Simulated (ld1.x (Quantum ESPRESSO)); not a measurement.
## N (Z = 7), RRKJ: configuration errors across variants

- Element: N
- Generator: ld1.x (Quantum ESPRESSO) 7.5
- Type: norm-conserving RRKJ (Kleinman–Bylander form)
- Functional: PBE
- Relativity: non-relativistic
- Frozen core: [He]
- Valence charge: 5
- Reference configuration: 2s2 2p2 (charge +1)
- Partial waves: 2s (bound): rc 0.90 bohr; 2p (bound): rc 2.25 bohr
- Local potential: all-electron potential smoothed inside 1.35 bohr (lloc = -2)
- Core correction: a·sin(br)/r model core inside 0.55 bohr

All-electron excitation energies from the reference (eV): (1) 2s2 2p3 -13.597; (2) 2s2 2p1 28.859; (3) 2s2 2p0 75.943; (4) 2s0 2p5 9.383; (5) 2s1 2p4 -2.120; (6) 2s1 2p0 153.713; (7) 2s2 2p3.3 -15.218.

A true bound ghost makes a file unfit for plane-wave use even where its test errors are small: the radial tests pick states by their node count and pass the ghost by.

Errors AE − PS in meV (a dash: test not solved or not reliable):

| change | (1) | (2) | (3) | (4) | (5) | (6) | (7) | bound ghosts |
| --- | --- | --- | --- | --- | --- | --- | --- | --- |
| base | +90 | +339 | +2083 | +422 | +273 | +3698 | +114 | s |
| wave 2p (bound): rc 2.25 bohr becomes 2p (bound): rc 1.68 bohr | +15 | +95 | +695 | +139 | +75 | +1397 | +17 | s |
| wave 2p (bound): rc 2.25 bohr becomes 2p (bound): rc 1.86 bohr | +32 | +157 | +1064 | +211 | +124 | +2010 | +38 | s |
| wave 2p (bound): rc 2.25 bohr becomes 2p (bound): rc 2.04 bohr | +51 | +221 | +1435 | +287 | +175 | +2625 | +62 | s |
| wave 2p (bound): rc 2.25 bohr becomes 2p (bound): rc 2.34 bohr | +118 | +415 | +2481 | +508 | +338 | +4360 | +151 | s |
| wave 2p (bound): rc 2.25 bohr becomes 2p (bound): rc 2.52 bohr | +175 | +552 | +3181 | +661 | +461 | +5527 | +228 | s |
| wave 2p (bound): rc 2.25 bohr becomes 2p (bound): rc 2.76 bohr | +255 | +721 | +4008 | +842 | +617 | +6914 | +339 | s |
| wave 2p (bound): rc 2.25 bohr becomes 2p (bound): rc 2.98 bohr | +406 | +996 | +5302 | +1113 | +882 | +9113 | +557 | s |
| wave 2p (bound): rc 2.25 bohr becomes 2p (bound): rc 3.20 bohr | +504 | +1155 | +6023 | +1250 | +1037 | +10354 | +703 | s |
| wave 2p (bound): rc 2.25 bohr becomes 2p (bound): rc 3.42 bohr | +681 | +1416 | +7183 | +1433 | +1291 | +12373 | +970 | s |

(1) Give the same row for: wave 2p (bound): rc 2.25 bohr becomes 2p (bound): rc 1.46 bohr.

Results:

(1) +1.4, +39, +342, +72, +33, +807, -0.3; bound ghosts: s.
